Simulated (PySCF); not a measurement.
C₂H₅Zn, SMILES [CH2](C)[Zn+], charge +1. Atoms are numbered in the order given.

```xyz
8

Zn    -0.0787     0.9024     0.0000
C      0.6702    -0.9824     0.0000
C     -0.3907    -2.0396     0.0000
H      1.2936    -0.9354     0.9065
H      1.2936    -0.9354    -0.9065
H     -1.0227    -2.0298    -0.8983
H     -1.0227    -2.0298     0.8983
H      0.1434    -3.0107     0.0000
```
Charge +1, spin multiplicity 1.

Coordinates come from a PBE0-D3(BJ)/def2-SVP optimisation. The spin state was assumed, not searched. The isomer is the one that the SMILES or the coordinates give; other isomers of the formula were not compared.

Two levels are set side by side: PBE/pcSseg-1 (PySCF) and PBE0/pcSseg-1 (PySCF). GIAO shifts against TMS (¹H), TMS (¹³C) at the same level; non-relativistic, no solvent, atoms listed together averaged. Differences are taken from unrounded values.

| quantity | PBE |
|---|---|
| δ(¹³C) of C2 (ppm) | 97.3 |
| δ(¹³C) of C3 (ppm) | 34.3 |
| δ(¹H) of H4, H5 (ppm) | 5.96 |
| δ(¹H) of H6, H7, H8 (ppm) | 3.22 |

Q: These are the PBE values. What does PBE0 give? (Estimate from the structure and the level; the computed values follow.)

A: 
```tsv
quantity	PBE0	PBE minus PBE0
δ(¹³C) of C2 (ppm)	83.6	13.7
δ(¹³C) of C3 (ppm)	28.1	6.1
δ(¹H) of H4, H5 (ppm)	5.40	0.55
δ(¹H) of H6, H7, H8 (ppm)	3.01	0.20
```

Rough cost on one machine, each run with all the roots and properties that it gave: PBE0 against PBE within a factor of 2.
